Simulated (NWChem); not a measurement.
CH3AlFI; SMILES [F][Al]([I])[CH3]

Program: NWChem. Medium grid unless said otherwise, to which SCAN and Minnesota functionals are sensitive. Structure relaxed at the PBE0/def2-SVP level. def2 effective core potentials on I; no spin-orbit coupling.

Task: Order these by “orbital gap (eV)”, lowest first: CAM-B3LYP/def2-SVP; B97-2/def2-SVP; OLYP/def2-SVP; TPSSh/def2-SVP.

Result: OLYP/def2-SVP (5.10), TPSSh/def2-SVP (6.01), B97-2/def2-SVP (6.70), CAM-B3LYP/def2-SVP (9.12)
